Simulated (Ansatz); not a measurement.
In2Se3⁻. Charge -1, multiplicity 2. Geometry PBE-D4/def2-SVPD, basis def2-TZVPD, Ansatz.

```xyz
5

In    0.230    1.771    0.295
In   -0.900   -1.554   -0.211
Se    1.572   -0.687    0.991
Se   -2.272    0.720    0.342
Se    1.369   -0.250   -1.418
```

| run | HOMO (eV) | LUMO (eV) |
| --- | --- | --- |
| A | -1.74 | 0.13 |
| B | -3.06 | 2.74 |
| C | -0.82 | -0.32 |
| D | -0.87 | -0.41 |
| E | -1.14 | -0.38 |

In the def2 sets In takes a core potential; there is no spin–orbit coupling. Another isomer (doublet) lies 0.05 eV lower at PBE0-D4/def2-TZVPD; other spin states weren't run for this one.

HOMO and LUMO are taken over both spins.

Problem. The runs used HF, PBE, PBE0, r2SCAN, revPBE. Estimate which is which.

Solution. A PBE0 (25 % exact exchange); B HF (100 % exact exchange); C revPBE (0 % exact exchange); D PBE (0 % exact exchange); E r2SCAN (0 % exact exchange). Exact exchange lowers occupied and raises empty levels; among semilocal functionals meta-GGAs tend to open the gap a little, and such runs are hard to tell apart. The gap grows from 0.46 eV (PBE) to 5.80 eV (HF).
